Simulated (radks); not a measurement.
All-electron atom: the zinc ion Zn2+ in [Ar] 3d10 (the NIST ground configuration). All-electron calculation, Dirac Kohn-Sham, PBEsol, spin-unpolarised, spherical densities, finite nucleus; Fermi nuclear charge, rms radius 3.9283 fm. Program: a radial shooting solver on a logarithmic mesh with Libxc functionals.

Spin-orbit splittings of the eigenvalues, e(l+1/2) - e(l-1/2), with zeta = 2 splitting/(2l+1) and mean radii in bohr:

shell,occ.,splitting (eV),zeta (eV),<r> j=l-1/2,<r> j=l+1/2
2p,6,23.85,15.90,0.1960,0.1994
3p,6,3.056,2.037,0.7071,0.7180
3d,10,0.3636,0.1454,0.8755,0.8821
